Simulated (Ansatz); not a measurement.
Mulliken charges of `CO[B]N` radical from r2SCAN/def2-TZVPP in Ansatz (PBE0-D4/def2-TZVP geometry).

| atom | x (Å) | y (Å) | z (Å) | charge (e) |
| --- | --- | --- | --- | --- |
| C1 | 0.742 | 1.468 | 0.071 | 0.064 |
| O2 | -0.111 | 0.377 | 0.340 | -0.306 |
| B3 | -0.063 | -0.774 | -0.360 | 0.074 |
| N4 | -0.903 | -1.854 | -0.101 | -0.334 |
| H5 | 1.423 | 1.247 | -0.755 | 0.041 |
| H6 | 0.137 | 2.341 | -0.185 | 0.059 |
| H7 | 1.325 | 1.696 | 0.967 | 0.059 |
| H8 | -1.600 | -1.839 | 0.630 | 0.158 |
| H9 | -0.863 | -2.708 | -0.624 | 0.184 |

Task: By hand: the dipole of these point charges (1 e Å = 4.8032 D).

Result: Σ q r = (0.111, 0.041, -0.092) e Å, of length 0.150 e Å = 0.72 D.

Task: How does the dipole of the full density compare? (An estimate is asked.)

Result: The calculation gave: (-0.075, -0.047, 0.051) e Å, 0.49 D; the point charges give 1.47 times that, at 167° from its direction, so they point the opposite way.

Point charges leave out the atoms' own dipoles, such as those of lone pairs, and Mulliken's split depends on the basis, so the two needn't agree.
